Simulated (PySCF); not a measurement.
## Static response to an electric field

Compound: C12H11PS.
Geometry (PBE0-D3(BJ)/def2-SVP, Å), atoms numbered from 1 in this order:
```
atom  x, y, z in Å
S1    -0.0449   -0.1773    3.5289
P2    -0.0847   -0.5561    1.6195
C3     1.4309   -0.0991    0.7118
C4     2.2515    0.9012    1.2368
C5     3.3933    1.2960    0.5430
C6     3.7209    0.6880   -0.6685
C7     2.9097   -0.3218   -1.1865
C8     1.7652   -0.7167   -0.4976
C9    -1.4601    0.2306    0.7105
C10   -2.1585    1.2742    1.3194
C11   -3.1929    1.9091    0.6347
C12   -3.5340    1.4990   -0.6530
C13   -2.8428    0.4490   -1.2589
C14   -1.8061   -0.1852   -0.5796
H15   -0.2336   -1.9198    1.2324
H16    1.9882    1.3476    2.2002
H17    4.0349    2.0787    0.9546
H18    4.6195    0.9956   -1.2088
H19    3.1734   -0.8085   -2.1283
H20    1.1414   -1.5186   -0.9024
H21   -1.8843    1.5655    2.3379
H22   -3.7392    2.7257    1.1128
H23   -4.3477    1.9953   -1.1874
H24   -3.1151    0.1210   -2.2649
H25   -1.2724   -1.0099   -1.0597
```

Level: CAM-B3LYP/def2-SVPD (PySCF), static field, nuclei fixed, core orbitals frozen in the response. The polarisability tensor in these axes (au):

```
x   206.38  -8.32  -1.23
y    -8.32 145.05  11.26
z    -1.23  11.26 192.92
```

Diagonalise the tensor; give its mean and Δα, where Δα² is half the sum of the squared differences of the eigenvalues.

Principal values 141.58, 194.73 and 208.04 au; mean 181.45 au = 26.89 Å³ = 29.92 × 10⁻⁴⁰ C²·m²/J; Δα = 60.91 au (34 % of the mean).

What is the dipole moment, and where does it point?

(0.08, 0.49, -4.86) D, 4.88 D in size, pointing from the negative to the positive side. Measured along this direction, the outermost atoms are S1 at the negative end and H24 at the positive end.

Give the eigenvalues of the traceless quadrupole moment Θ = ½Σq(3rr − r²1), origin at the centre of nuclear charge.

-18.98, 6.71, 12.27 D·Å. The values depend on the origin, since the dipole doesn't vanish. The electronic extent ⟨r²⟩ about the same centre is 3663 bohr², a root-mean-square distance of 3.00 Å for the 114 electrons.

Estimate the molar refractivity from the static electronic polarisability.

Lorentz–Lorenz: R = (4π/3)N_A α = 2.5225 cm³/(mol·Å³) × 26.89 Å³ = 67.8 cm³/mol, in the limit of long wavelengths.

What would n − 1 = 2πNα be for an ideal gas of these molecules at 298.15 K and 1 atm, electronic part alone?

N = p/kT = 2.4615 × 10¹⁹ cm⁻³, so n − 1 = 2π × N × 26.89 × 10⁻²⁴ cm³ = 4159 × 10⁻⁶ at long wavelengths.

Rayleigh depolarisation ratio (linearly polarised light, static tensor)?

ρ = 3Δα²/(45ᾱ² + 4Δα²) = 11130.4/(1481608 + 14840.6) = 0.00744.

The structure is a single PBE0-D3(BJ)/def2-SVP conformer in the gas phase; no vibrational or solvent corrections.
